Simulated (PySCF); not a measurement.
PySCF 2.14 output of an unrestricted HSE06 calculation on a single atom or ion in def2-TZVPPD (6s6p4d2f1g, 67 functions), with no relativity, point nucleus:

```
SCF conv_tol = 1e-09
number electrons alpha = 12  beta = 10
    J. Heyd, G. E. Scuseria, and M. Ernzerhof.,  J. Chem. Phys. 118, 8207 (2003)
    J. Heyd, G. E. Scuseria, and M. Ernzerhof.,  J. Chem. Phys. 124, 219906 (2006)
    A. V. Krukau, O. A. Vydrov, A. F. Izmaylov, and G. E. Scuseria.,  J. Chem. Phys. 125, 224106 (2006)
cycle= 1 E= -760.436785231383  delta_E= -0.00866  |g|= 0.0239  |ddm|= 0.472
cycle= 2 E= -760.436392099702  delta_E= 0.000393  |g|= 0.0377  |ddm|= 0.266
cycle= 3 E= -760.437367934179  delta_E= -0.000976  |g|= 0.00816  |ddm|= 0.0841
cycle= 4 E= -760.437398371611  delta_E= -3.04e-05  |g|= 0.00306  |ddm|= 0.0359
cycle= 5 E= -760.437405770803  delta_E= -7.4e-06  |g|= 0.000144  |ddm|= 0.0107
cycle= 6 E= -760.437405795532  delta_E= -2.47e-08  |g|= 5.81e-06  |ddm|= 0.000689
cycle= 7 E= -760.437405795712  delta_E= -1.81e-10  |g|= 1.21e-06  |ddm|= 0.000156
converged SCF energy = -760.437405795712  <S^2> = 2.0042224  2S+1 = 3.0028136
```

The run itself started from symmetry-adapted Hartree-Fock orbitals and held the occupation by maximum overlap, on a logarithmic radial grid, so the iterations belong to that start.

Question: Which element, charge and spin multiplicity is this?

Answer: Sc⁻ (scandium, charge -1), multiplicity 3; the state was [Ar] 3d2 4s2, high-spin 3F determinant.

The configuration of this anion was assumed by filling the next shell in order. It is not the known or likely ground configuration (Ca⁻, Sr⁻ and Ba⁻, for instance, bind a p electron), so these values are not the electron affinity of the element. At HSE06 the highest occupied level has a positive energy, so only the finite basis holds that electron.
